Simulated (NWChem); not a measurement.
# C$_{2}$H$_{6}$SZr; SMILES [CH3][Zr]([CH3])=[S]

Computed with NWChem. Structure relaxed at the PBE0/def2-SVP level. Not confirmed as a minimum by frequencies. def2 effective core potentials on Zr; no spin-orbit coupling. Level M06-2X/def2-SVP: energy and gradient on several grids; changes count from the extra-fine grid, which is no exact limit either.

```tsv
grid	size of the energy change (μHa)	largest change of a gradient component (μHa/bohr)	time, medium = 1 (rough)
xcoarse	10000	5000	0.5
coarse	1000	200	about 1
medium	20	100	about 1
fine	< 10	< 30	about 1
xfine	< 10	< 30	about 1
```
